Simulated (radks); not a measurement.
Problem. Successive ionisation energies (eV) of one element, from differences of total energies of ions in their ground configurations, starting at charge 44: 2186.6, 2503.5, 2567.0, 2630.7, 2694.7, 2758.8, 2823.0, 3112.2, 3178.9, 5277.8, 5424.2, 5572.2, 5721.5, 5872.4, 6024.6, 6178.2, 6333.1, 6489.3, 6646.8, 7343.2, 7484.9, 7627.0. Method: Dirac Kohn-Sham, PBE, spin-unpolarised, spherical densities, point nucleus; open shells are shared between the two j in proportion to 2j + 1; computed with a radial shooting solver on a logarithmic mesh with Libxc functionals. Which element is it?

Solution. Thallium (Z = 81). The first species listed is Tl44+ in [Kr] 4d1, the last Tl65+ in [Ne] 3s2 3p4.
